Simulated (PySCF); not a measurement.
## `C=Cc1ccccc1` in a uniform electric field

Species: C8H8.
SMILES with atom numbers: `[CH2:1]=[CH:2][c:3]1[cH:4][cH:5][cH:6][cH:7][cH:8]1` (hydrogens: H9, H10 on C1; H11 on C2; H12 on C4; H13 on C5; H14 on C6; H15 on C7; H16 on C8)

Cartesian coordinates in Å at the GFN2-xTB level; atoms count from 1:
```
atom  x, y, z in Å
C1    -2.739   -0.740   -0.286
C2    -1.884    0.268   -0.158
C3    -0.434    0.176   -0.030
C4     0.258   -1.036   -0.030
C5     1.634   -1.064    0.093
C6     2.351    0.115    0.218
C7     1.680    1.326    0.219
C8     0.304    1.355    0.096
H9    -3.798   -0.568   -0.375
H10   -2.428   -1.770   -0.307
H11   -2.268    1.281   -0.144
H12   -0.282   -1.965   -0.126
H13    2.152   -2.012    0.091
H14    3.427    0.088    0.314
H15    2.231    2.250    0.316
H16   -0.213    2.305    0.097
```

Level: wB97X-D/def2-SVPD (PySCF); nuclei fixed, core orbitals frozen in the response. Permanent dipole (0.157, 0.012, 0.013) D (1 au = 2.5417 D). Static polarisability (au):

```
x   131.84  10.19   7.45
y    10.19  97.45   3.06
z     7.45   3.06  56.01
```

Only the terms in μ and α are kept: μ(F) = μ + αF and ΔE = −μ·F − ½ F·αF.

**Question.** Apply 0.005 au along ±x, ±y and ±z in turn. Tabulate induced and total dipoles and both energy terms.

**Answer.** 
| field along | induced x (D) | induced y (D) | induced z (D) | total size (D) | −μ·F (kJ/mol) | −½F·αF (kJ/mol) |
| --- | --- | --- | --- | --- | --- | --- |
| +x | 1.676 | 0.130 | 0.095 | 1.841 | -0.811 | -4.327 |
| −x | -1.676 | -0.130 | -0.095 | 1.525 | +0.811 | -4.327 |
| +y | 0.130 | 1.238 | 0.039 | 1.284 | -0.062 | -3.198 |
| −y | -0.130 | -1.238 | -0.039 | 1.227 | +0.062 | -3.198 |
| +z | 0.095 | 0.039 | 0.712 | 0.769 | -0.067 | -1.838 |
| −z | -0.095 | -0.039 | -0.712 | 0.702 | +0.067 | -1.838 |

**Question.** For the field (-0.0045, 0.0035, -0.0030) au, what is the induced dipole, and what angle does it make with the field?

**Answer.** αF = (-1.474, 0.727, -0.485) D, at 15.6° to the field. The polarisability along this direction, F·αF/F², is 100.81 au, against a mean of 95.10 au.

**Question.** Induction energy −ᾱe²/2R⁴ of a unit charge at 20 Å, the molecule taken as a point?

**Answer.** R = 37.79 bohr, so the energy is −95.1/(2 × 37.79⁴) Eh = -0.0612 kJ/mol. The charge–dipole term at its most favourable orientation, −μe/R², is -0.114 kJ/mol.

Geometry: GFN2-xTB, one conformer, isolated molecule.

The pairwise dispersion term of wB97X-D wasn't added to the energies; at a given geometry it leaves orbitals and properties as they are.
